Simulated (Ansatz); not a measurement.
`c1cc2sc1-c1ccc(s1)-c1ccc(s1)-c1ccc(s1)-c1ccc(s1)-c1ccc(s1)-c1ccc(s1)-c1ccc(s1)-c1ccc(s1)-c1ccc(s1)-c1ccc(s1)-c1ccc-2s1`. Charge 0, multiplicity 3. Geometry PBE-D4/def2-SVP, that of the neutral singlet.

```xyz
84

C     7.010    2.550   -4.678
C     6.094    2.745   -5.733
C     4.782    2.378   -5.411
S     4.709    1.780   -3.766
C     6.425    2.028   -3.519
C     7.054    1.699   -2.267
C     8.409    1.768   -1.927
C     8.680    1.359   -0.604
C     7.540    0.964    0.105
S     6.117    1.116   -0.906
C     7.445    0.490    1.460
C     8.472    0.297    2.390
C     8.021   -0.185    3.637
C     6.636   -0.374    3.696
S     5.901    0.060    2.166
C     5.841   -0.846    4.798
C     6.258   -1.205    6.085
C     5.204   -1.627    6.923
C     3.950   -1.603    6.301
S     4.107   -1.045    4.648
C     2.670   -1.961    6.849
C     2.368   -2.420    8.136
C     0.995   -2.677    8.336
C     0.207   -2.423    7.208
S     1.209   -1.858    5.886
C    -1.216   -2.564    7.056
C    -2.150   -3.041    7.984
C    -3.477   -3.033    7.504
C    -3.596   -2.550    6.196
S    -2.021   -2.105    5.570
C    -4.785   -2.392    5.402
C    -6.110   -2.680    5.748
C    -7.037   -2.391    4.724
C    -6.447   -1.874    3.565
S    -4.712   -1.749    3.774
C    -7.080   -1.474    2.338
C    -8.446   -1.420    2.037
C    -8.718   -0.988    0.721
C    -7.568   -0.697   -0.021
S    -6.136   -0.973    0.950
C    -7.469   -0.248   -1.384
C    -8.500    0.028   -2.289
C    -8.041    0.438   -3.559
C    -6.646    0.487   -3.662
S    -5.912    0.008   -2.145
C    -5.841    0.851   -4.796
C    -6.251    1.136   -6.104
C    -5.186    1.461   -6.971
C    -3.931    1.434   -6.351
S    -4.100    0.996   -4.664
C    -2.642    1.717   -6.922
C    -2.322    2.031   -8.248
C    -0.947    2.266   -8.456
C    -0.175    2.140   -7.296
S    -1.195    1.725   -5.934
C     1.243    2.320   -7.136
C     2.177    2.777   -8.073
C     3.494    2.843   -7.571
C     3.605    2.438   -6.236
S     2.037    1.966   -5.615
H     8.080    2.787   -4.747
H     6.371    3.149   -6.716
H     9.180    2.105   -2.632
H     9.686    1.344   -0.163
H     9.526    0.504    2.160
H     8.684   -0.397    4.487
H     7.308   -1.156    6.402
H     5.342   -1.944    7.965
H     3.135   -2.560    8.909
H     0.573   -3.037    9.284
H    -1.865   -3.388    8.986
H    -4.341   -3.369    8.092
H    -6.390   -3.093    6.726
H    -8.118   -2.559    4.813
H    -9.223   -1.688    2.765
H    -9.730   -0.887    0.308
H    -9.561   -0.065   -2.024
H    -8.705    0.705   -4.392
H    -7.303    1.099   -6.415
H    -5.317    1.716   -8.031
H    -3.078    2.080   -9.043
H    -0.510    2.516   -9.433
H     1.897    3.066   -9.094
H     4.356    3.179   -8.161
```

Single mean-field runs in def2-TZVP are fitted with def2-universal-jkfit. At PBE0-D4/def2-TZVP a singlet of charge 0 lies 1.34 eV below the triplet at the same geometry.

Task: Estimate the α-spin orbital energies around the gap (eV) in Ansatz with PBE-D4/def2-TZVP, PBE0-D4/def2-TZVP.

Result: 
```json
{"orbital": "HOMO−5", "PBE-D4/def2-TZVP": "-5.42", "PBE0-D4/def2-TZVP": "-6.33"}
{"orbital": "HOMO−4", "PBE-D4/def2-TZVP": "-5.42", "PBE0-D4/def2-TZVP": "-6.32"}
{"orbital": "HOMO−3", "PBE-D4/def2-TZVP": "-4.67", "PBE0-D4/def2-TZVP": "-5.44"}
{"orbital": "HOMO−2", "PBE-D4/def2-TZVP": "-4.67", "PBE0-D4/def2-TZVP": "-5.37"}
{"orbital": "HOMO−1", "PBE-D4/def2-TZVP": "-4.21", "PBE0-D4/def2-TZVP": "-4.81"}
{"orbital": "HOMO", "PBE-D4/def2-TZVP": "-3.26", "PBE0-D4/def2-TZVP": "-3.48"}
{"orbital": "LUMO", "PBE-D4/def2-TZVP": "-2.83", "PBE0-D4/def2-TZVP": "-2.47"}
{"orbital": "LUMO+1", "PBE-D4/def2-TZVP": "-2.83", "PBE0-D4/def2-TZVP": "-2.45"}
{"orbital": "LUMO+2", "PBE-D4/def2-TZVP": "-2.18", "PBE0-D4/def2-TZVP": "-1.61"}
{"orbital": "LUMO+3", "PBE-D4/def2-TZVP": "-2.18", "PBE0-D4/def2-TZVP": "-1.61"}
{"orbital": "LUMO+4", "PBE-D4/def2-TZVP": "-1.96", "PBE0-D4/def2-TZVP": "-1.03"}
{"orbital": "LUMO+5", "PBE-D4/def2-TZVP": "-1.74", "PBE0-D4/def2-TZVP": "-0.83"}
{"orbital": "β HOMO", "PBE-D4/def2-TZVP": "-4.55", "PBE0-D4/def2-TZVP": "-5.03"}
{"orbital": "β LUMO", "PBE-D4/def2-TZVP": "-4.09", "PBE0-D4/def2-TZVP": "-3.97"}
```
